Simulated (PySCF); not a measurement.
A calculated (UHF, PySCF 2.14, def2-QZVPPD, the non-relativistic Hamiltonian (point nucleus)) atom or ion has these occupied shells.

```tsv
shell	electrons	orbital energy (eV)	rms radius, mean of both spins (bohr)
1s	2	-1600.4	0.139
2s	2	-141.98	0.677
2p	6	-95.856	0.675
3s	2	-17.750	2.61
```

**Question.** Name the element and its charge.

**Answer.** Al⁺ (aluminium, charge +1), in [Ne] 3s2, closed-shell 1S.
